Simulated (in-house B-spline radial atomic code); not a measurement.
A fraction x of an electron is moved 3d → 4f in the rubidium ion Rb³⁺, starting from [Ar] 3d10 4s2 4p4 and keeping the highest spin. Method: scalar-relativistic (X2C) LDA exchange-only, spin-polarised, spherical fractional occupations, Fermi nucleus of rms radius 4.2036 fm. Calculated with an all-electron radial atomic-structure program (B-spline basis).

```json
{"x": "0", "E(x) - E(0) (eV)": "0.0000", "3d down level (eV)": "-137.371", "4f up level (eV)": "-"}
{"x": "0.125", "E(x) - E(0) (eV)": "16.1442", "3d down level (eV)": "-140.302", "4f up level (eV)": "-9.984"}
{"x": "0.25", "E(x) - E(0) (eV)": "32.5887", "3d down level (eV)": "-143.222", "4f up level (eV)": "-10.413"}
{"x": "0.375", "E(x) - E(0) (eV)": "?", "3d down level (eV)": "?", "4f up level (eV)": "?"}
{"x": "0.5", "E(x) - E(0) (eV)": "?", "3d down level (eV)": "?", "4f up level (eV)": "?"}
{"x": "0.625", "E(x) - E(0) (eV)": "83.8306", "3d down level (eV)": "-151.899", "4f up level (eV)": "-11.393"}
{"x": "0.75", "E(x) - E(0) (eV)": "101.5552", "3d down level (eV)": "-154.761", "4f up level (eV)": "-11.673"}
{"x": "0.875", "E(x) - E(0) (eV)": "119.6027", "3d down level (eV)": "-157.609", "4f up level (eV)": "-11.939"}
{"x": "1", "E(x) - E(0) (eV)": "137.9726", "3d down level (eV)": "-160.441", "4f up level (eV)": "-12.193"}
```

Q: What belongs in the row x = 0.375?

A: An energy change of 49.3487 eV; 3d down at -146.129 eV, 4f up at -10.773 eV.

Q: What belongs in the row x = 0.5?

A: An energy change of 66.4286 eV; 3d down at -149.021 eV, 4f up at -11.095 eV.

Q: Check Janak's theorem between x = 0.125 and 0.25.

A: The slope of the energy is 131.56 eV; the orbital levels give 131.56 eV (ε of the receiving orbital less ε of the emptying one, averaged over the two points).
